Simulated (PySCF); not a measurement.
**Radial density of Pt³⁸⁺ (platinum, charge +38)**

PW91, [Kr] 4d4, high-spin 5D determinant. All numbers are calculated (PySCF 2.14, no relativity, point nucleus, in an even-tempered Gaussian basis (18 s from 3.9 bohr⁻², ratio 2.5; 12 p from 5.1 bohr⁻², ratio 2.5; 9 d from 5.1 bohr⁻², ratio 2.5; 4 f from 22 bohr⁻², ratio 2.7; 3 g from 33 bohr⁻², ratio 2.7)).

```tsv
r (bohr)	4πr²ρ (e/bohr)	4πr²(ρα − ρβ)
0.000269	0.2971	0.0000
0.000452	0.8168	0.0000
0.000761	2.202	0.0000
0.00128	5.746	-0.0001
0.00215	14.19	-0.0002
0.00362	31.94	-0.0003
0.00609	61.65	-0.0006
0.0102	92.78	-0.0005
0.0172	98.92	0.0075
0.0290	94.47	0.1121
0.0488	132.7	0.9715
0.0820	121.7	4.0898
0.138	124.0	3.9438
0.232	68.96	1.3470
0.390	45.37	13.6047
0.656	6.224	1.8149
1.10	0.01694	0.0064
```

A non-relativistic calculation at this Z misses sizeable relativistic shifts. Spin-orbit coupling is strong in this species (close to jj coupling), so the high-spin LS determinant is a model state, not a physical level.
